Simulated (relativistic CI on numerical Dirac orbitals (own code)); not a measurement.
**Os3+: L2,3 absorption edge**

Computed with this model: Dirac-Coulomb-Breit CI, orbitals from a KLI potential per configuration, QED by a radiative potential, valence Slater integrals scaled by 0.7, multiplet model of core-to-valence dipole absorption; configurations [Xe] 4f14 5d5 → [He] 2s2 2p5 3s2 3p6 3d10 4s2 4p6 4d10 4f14 5s2 5p6 5d6; 300 K; Lorentzian 3 eV and Gaussian 1 eV FWHM. Energies are those of the free ion, without screening or charge transfer. The branching ratio is the share of the lower-energy edge in the whole absorption, uncertain by about 0.02 where the edges overlap. S is read from ⟨S²⟩ = S(S + 1).

Field parameters in Wybourne normalisation: Oh B⁴₀ = 21Dq, B⁴₄ = √(5/14) B⁴₀. The field is a parameter set, without covalency.

Case Oh, 10Dq = 24650 cm⁻¹, the dichroism is that of the ground state at zero temperature, magnetised by exchange field 10 meV on Sz. The dichroism I(Δm = −1) − I(Δm = +1), over the sum of the three polarisations, integrates to -0.0685 on the lower edge and -0.0065 on the upper edge. The branching ratio is 0.878.

Use the orbital sum rule with 5 holes to get ⟨Lz⟩.

For a p → d edge ⟨Lz⟩ = 2 × n_h × (sum of both integrals) in this sign convention = -0.75; the ground state itself has ⟨Lz⟩ = -0.74 and ⟨Sz⟩ = -0.19. The rule assumes one radial integral for both edges, which relativistic orbitals only approach.
